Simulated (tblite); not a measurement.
Species: C5H9B2NS2.
Numbering: `[BH2:1][N:2]([CH2:3][CH:4]=[CH2:5])[B:6]1[S:7][CH:8]=[CH:9][S:10]1` (hydrogens: H11, H12 on B1; H13, H14 on C3; H15 on C4; H16, H17 on C5; H18 on C8; H19 on C9)

Computed with GFN2-xTB (tblite), gas phase: L-BFGS steps from a force-field or distance-geometry start until the largest atomic force falls under 0.01 eV/Å.

Step 51: E = -740.8666 eV
```
atom  x, y, z in Å  |  force x, y, z in eV/Å
B1     -0.7142   -2.5083    0.4626    0.008  -0.006   0.032
N2     -0.4549   -1.1973    0.0327    0.004  -0.042   0.048
C3     -1.5037   -0.4221   -0.6528    0.098  -0.103  -0.002
C4     -1.8424    0.8205    0.1152   -0.013  -0.064  -0.011
C5     -1.8871    2.0290   -0.4095   -0.044  -0.014  -0.014
B6      0.8083   -0.5562    0.2596   -0.064   0.043   0.104
S7      1.8548   -0.9280    1.6882   -0.002  -0.031  -0.058
C8      3.0522    0.2902    1.3264   -0.074   0.029  -0.007
C9      2.8877    1.0362    0.2317   -0.013   0.089   0.059
S10     1.4740    0.7733   -0.7623    0.083   0.049   0.029
H11    -1.7804   -2.9576    0.3123   -0.083  -0.041  -0.051
H12     0.1390   -3.1394    0.9571    0.005   0.093   0.010
H13    -2.3913   -1.0597   -0.7268    0.063   0.068  -0.035
H14    -1.1716   -0.1564   -1.6631    0.022  -0.016   0.025
H15    -2.0522    0.6574    1.1633    0.037   0.009   0.051
H16    -2.1278    2.8977    0.1746   -0.045   0.050   0.057
H17    -1.7035    2.1967   -1.4559    0.084   0.013  -0.061
H18     3.8539    0.4024    2.0376   -0.023  -0.055  -0.132
H19     3.5494    1.8308   -0.0685   -0.042  -0.070  -0.043
```

Step 52: E = -740.8714 eV
```
atom  x, y, z in Å  |  force x, y, z in eV/Å
B1     -0.7193   -2.5056    0.4728   -0.031  -0.072   0.032
N2     -0.4534   -1.2004    0.0361    0.016   0.062   0.006
C3     -1.4950   -0.4217   -0.6568    0.075  -0.135  -0.017
C4     -1.8414    0.8186    0.1118    0.066  -0.070  -0.010
C5     -1.8801    2.0296   -0.4070   -0.105  -0.035  -0.022
B6      0.8098   -0.5597    0.2584   -0.063   0.045   0.083
S7      1.8627   -0.9403    1.6767   -0.012  -0.051  -0.032
C8      3.0483    0.2871    1.3197   -0.005   0.057   0.000
C9      2.8784    1.0421    0.2326   -0.023   0.094   0.023
S10     1.4672    0.7767   -0.7626    0.046   0.027   0.050
H11    -1.7809   -2.9575    0.3007   -0.097  -0.041  -0.039
H12     0.1200   -3.1350    0.9912    0.031   0.096   0.005
H13    -2.3800   -1.0603   -0.7383    0.024   0.060  -0.043
H14    -1.1561   -0.1556   -1.6655    0.020  -0.010   0.054
H15    -2.0444    0.6588    1.1611    0.019  -0.027   0.065
H16    -2.1263    2.8912    0.1843   -0.035   0.085   0.048
H17    -1.7048    2.2005   -1.4535    0.104   0.031  -0.073
H18     3.8539    0.3964    2.0259   -0.007  -0.045  -0.104
H19     3.5316    1.8444   -0.0649   -0.022  -0.074  -0.028
```

Step 53: E = -740.8759 eV
```
atom  x, y, z in Å  |  force x, y, z in eV/Å
B1     -0.7286   -2.5042    0.4854   -0.007  -0.052   0.011
N2     -0.4525   -1.2040    0.0391    0.004   0.062   0.001
C3     -1.4852   -0.4237   -0.6621    0.021  -0.096  -0.023
C4     -1.8393    0.8149    0.1078    0.133  -0.030   0.004
C5     -1.8749    2.0290   -0.4049   -0.141  -0.038  -0.021
B6      0.8106   -0.5640    0.2583   -0.049   0.044   0.042
S7      1.8741   -0.9585    1.6613   -0.004  -0.035  -0.008
C8      3.0447    0.2837    1.3123    0.042   0.076  -0.006
C9      2.8683    1.0499    0.2345   -0.013   0.096   0.000
S10     1.4616    0.7799   -0.7619   -0.031   0.002   0.055
H11    -1.7850   -2.9586    0.2922   -0.105  -0.040  -0.024
H12     0.1016   -3.1259    1.0268    0.030   0.084   0.003
H13    -2.3708   -1.0583   -0.7551   -0.001   0.029  -0.038
H14    -1.1383   -0.1556   -1.6674    0.026   0.002   0.059
H15    -2.0334    0.6593    1.1600    0.002  -0.062   0.034
H16    -2.1250    2.8850    0.1952   -0.016   0.064   0.005
H17    -1.7038    2.2061   -1.4520    0.099   0.033  -0.037
H18     3.8538    0.3927    2.0121    0.028  -0.043  -0.051
H19     3.5124    1.8617   -0.0592   -0.018  -0.095  -0.004
```

Step 54: E = -740.8795 eV
```
atom  x, y, z in Å  |  force x, y, z in eV/Å
B1     -0.7302   -2.5048    0.4891   -0.066  -0.076  -0.006
N2     -0.4545   -1.2043    0.0461   -0.004   0.074  -0.019
C3     -1.4808   -0.4261   -0.6617   -0.016  -0.014  -0.013
C4     -1.8389    0.8137    0.1069    0.146   0.016   0.007
C5     -1.8748    2.0288   -0.4053   -0.138  -0.031  -0.019
B6      0.8055   -0.5603    0.2652   -0.018   0.026   0.013
S7      1.8759   -0.9636    1.6571    0.003  -0.030   0.027
C8      3.0417    0.2819    1.3080    0.067   0.059   0.005
C9      2.8632    1.0528    0.2350   -0.055   0.037  -0.015
S10     1.4576    0.7813   -0.7596   -0.096   0.002   0.043
H11    -1.7818   -2.9688    0.2760   -0.040  -0.009  -0.002
H12     0.0979   -3.1142    1.0441    0.038   0.040   0.019
H13    -2.3672   -1.0562   -0.7630   -0.025  -0.004  -0.033
H14    -1.1262   -0.1570   -1.6636    0.026   0.012   0.042
H15    -2.0305    0.6651    1.1618   -0.005  -0.094  -0.011
H16    -2.1288    2.8826    0.1987    0.000   0.035  -0.032
H17    -1.6988    2.2104   -1.4521    0.078   0.019   0.007
H18     3.8558    0.3860    2.0002    0.067  -0.034   0.002
H19     3.5051    1.8621   -0.0604    0.038  -0.029  -0.016
```

**Question.** Estimate the geometry and energy of step 55. (The exact step hangs on the optimiser's Hessian estimate; all steps are aligned on step 54, rigid shifts and turns removed.)

**Answer.** E = -740.8821 eV, largest force 0.138 eV/Å
```
atom  x, y, z in Å  |  force x, y, z in eV/Å
B1     -0.7378   -2.5063    0.4959   -0.034  -0.014  -0.020
N2     -0.4560   -1.2069    0.0475   -0.013  -0.007   0.001
C3     -1.4760   -0.4290   -0.6655   -0.042   0.056   0.001
C4     -1.8334    0.8109    0.1053    0.103   0.063   0.006
C5     -1.8768    2.0272   -0.4054   -0.090  -0.012  -0.015
B6      0.8035   -0.5624    0.2663    0.003   0.004   0.001
S7      1.8838   -0.9761    1.6470    0.036   0.024   0.025
C8      3.0425    0.2807    1.3031    0.034   0.041  -0.016
C9      2.8573    1.0587    0.2360   -0.033   0.015   0.011
S10     1.4529    0.7832   -0.7571   -0.134   0.008   0.034
H11    -1.7877   -2.9735    0.2753   -0.008   0.010   0.008
H12     0.0896   -3.1055    1.0634    0.016   0.020   0.013
H13    -2.3651   -1.0534   -0.7765   -0.017  -0.019  -0.019
H14    -1.1136   -0.1565   -1.6630    0.027   0.016   0.015
H15    -2.0236    0.6634    1.1619   -0.001  -0.104  -0.055
H16    -2.1277    2.8804    0.2034    0.002  -0.010  -0.062
H17    -1.6952    2.2164   -1.4517    0.047  -0.009   0.059
H18     3.8583    0.3846    1.9920    0.083  -0.036   0.027
H19     3.4952    1.8736   -0.0554    0.021  -0.047  -0.011
```

The energy changes by -0.0025 eV. The first-order estimate −F·Δx gives -0.0037 eV and the mean of the old and new forces, exact on a quadratic surface, -0.0025 eV. The step makes an angle of 76° with the force vector and moves no atom by more than 0.023 Å.

What follows is the cost of the whole relaxation. Time: 2.3 s. Hardware: one thread of an Arm Neoverse N1, on a shared host.
